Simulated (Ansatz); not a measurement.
Basis sets compared for GeS3⁻ (the lowest doublet isomer of a short search). Charge -1, multiplicity 2. Geometry PBE0-D4/def2-SVPD. Ansatz on 4 threads of Arm Neoverse V1 on a shared host; times are rough, and most runs start from earlier orbitals.

```tsv
atom	x (Å)	y (Å)	z (Å)
Ge1	-0.185	-0.039	-0.019
S2	1.551	-1.281	-0.172
S3	0.837	1.788	0.419
S4	-2.203	-0.468	-0.228
```

The 6-31G sets use Cartesian d functions. At HF/STO-3G the highest occupied level of the charge -1 doublet lies above zero (up to 1.80 eV). In Hartree–Fock with STO-3G the lack of diffuse functions raises the level. The structure comes from a short search, and lower isomers may exist.

| level | functions | energy (Eh) | HOMO (eV) | LUMO (eV) | wall time |
| --- | --- | --- | --- | --- | --- |
| HF/STO-3G | 45 | -3231.1632 | 1.80 | 10.68 | 0.35 s |
| HF/6-31G | 68 | -3267.6133 | -4.58 | 3.33 | 0.9 s |
| PBE-D4/def2-SVPD | 119 | -3270.3041 | -1.56 | -0.82 | 1.9 s |
| PBE0-D4/def2-SVPD | 119 | -3270.4420 | -2.67 | -0.14 | 2.8 s |

Task: Estimate the rows for PBE-D4/def2-TZVPD, PBE0-D4/def2-TZVPD (with forces).

Result: 
| level | functions | energy (Eh) | HOMO (eV) | LUMO (eV) | wall time |
| --- | --- | --- | --- | --- | --- |
| PBE-D4/def2-TZVPD | 192 | -3270.9623 | -1.51 | -0.76 | 3.3 s |
| PBE0-D4/def2-TZVPD (with forces) | 192 | -3271.0967 | -2.60 | -0.06 | 7 s |
